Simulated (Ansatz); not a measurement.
`O[SiH2]C[Si](O)(O)O` → C• + 8 H• + 4 O• + 2 Si•  (atomization)

Computed with Ansatz on PBE0-D4/def2-TZVP structures; ΔE is electronic, products minus reactants. CCSD(T)/CBS is the MP2 limit (def2-TZVPP, def2-QZVPP) plus CCSD(T) − MP2 in def2-TZVPP, frozen cores. This one scheme is used for every species, atoms too. Functionals use def2-TZVPP. B3LYP here is the variant with VWN-RPA as its local correlation; programs differ in this. No spin–orbit coupling; open shells (•) take unrestricted orbitals. Spin–orbit coupling would lower the free atoms: a little for C, O, Si. One conformer a species, not always the lowest.

| level | ΔE (kJ/mol) | difference from CCSD(T)/CBS |
| --- | --- | --- |
| PBE-D4 | 5960.0 | 14.3 |
| r2SCAN-D4 | 5917.9 | -27.8 |
| PBE0-D4 | 5847.0 | -98.7 |
| B3LYP-D4 | 5877.0 | -68.7 |
| ωB97X-V | 5922.4 | -23.3 |
| PBE | 5921.6 | -24.1 |
| r2SCAN | 5908.1 | -37.6 |
| PBE0 | 5814.2 | -131.5 |
| SCS-MP2/def2-TZVPP | 5857.9 | -87.8 |
| CCSD/def2-TZVPP | 5680.2 | -265.5 |
| CCSD(T)/def2-TZVPP | 5766.4 | -179.3 |
| HF/def2-QZVPP | 4258.5 | -1687.2 |
| SCS-MP2/def2-QZVPP | 5977.2 | 31.5 |
| HF/CBS(def2) | 4260.4 | -1685.3 |
| MP2/CBS(def2) | 6085.8 | 140.1 |
| CCSD/CBS(def2) | 5859.5 | -86.2 |
| CCSD(T)/CBS | 5945.7 | 0 |

Largest T1 diagnostic among the species: 0.012.

The D4 term adds +61.7 kJ/mol with B3LYP and +32.8 kJ/mol with PBE0; it sums over pairs of atoms, weighted by their polarisabilities, and B3LYP, whose exchange is more repulsive, gets the larger term. From PBE to PBE0 (25 % exact exchange), in def2-TZVPP and without D4, ΔE moves by −107.3 kJ/mol: exact exchange takes away binding that semilocal exchange gives to molecules. In def2-TZVPP, CCSD(T) changes the Hartree–Fock value by +1521.2 kJ/mol (the triples alone add +86.1 kJ/mol) and MP2 by +1661.4 kJ/mol; breaking electron pairs costs correlation energy, which Hartree–Fock lacks.

For atomizations the MP2-based limit and the directly extrapolated one differ by several kJ/mol either way, and by 10 to 25 for some Ge, Se and Sn compounds, so smaller differences from it don't rank the levels.
